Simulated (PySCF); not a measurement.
CH7FN2OSi, singlet, geometry from GFN2-xTB. Base run: B3LYP/6-31G, polarisability (PySCF).

Here is a job for PySCF.
```python
from pyscf import gto, scf, dft
from pyscf.prop import polarizability

mol = gto.M(
    atom='''
C     2.31788620    0.24691906    0.15356549
O     1.11247264   -0.35584919    0.54416851
Si   -0.38237169   -0.05177075    0.00061034
N    -0.74376290    1.62598153    0.09406722
N    -1.49862477   -1.11889949    0.75176348
F    -0.48599340   -0.38988007   -1.57299989
H     2.26621104    1.33031163    0.27398372
H     2.53626860    0.02008311   -0.89150999
H     3.10833882   -0.15595476    0.78772453
H    -1.58709670    1.94624614   -0.35218277
H    -0.62044753    2.09874649    0.97349051
H    -1.53309893   -2.06365200    0.40538231
H    -1.55341593   -1.12636464    1.75601011
''',
    basis='6-31g',
    verbose=4,
)

mf = dft.RKS(mol)
mf.xc = 'b3lyp'
mf.kernel()
alpha = mf.Polarizability().polarizability()[2, 2]
print('alpha_zz =', alpha)
```

**Question.** The base was run again with changes. Order these runs by alpha_zz (bohr³), lowest first: basis = cc-pVDZ | functional = pbe0 | functional = camb3lyp | functional = pbe | functional = lda,vwn | basis = 6-31+G*.

**Answer.** functional = camb3lyp (alpha_zz (bohr³) 37.08), functional = pbe0 (alpha_zz (bohr³) 37.41), functional = pbe (alpha_zz (bohr³) 39.08), functional = lda,vwn (alpha_zz (bohr³) 39.30), basis = cc-pVDZ (alpha_zz (bohr³) 40.63), basis = 6-31+G* (alpha_zz (bohr³) 47.00)

Finite-field rows take the second difference of the energy in a field along z; a small field with loose convergence shows SCF noise divided by the square of the field, and a large one adds hyperpolarisability.
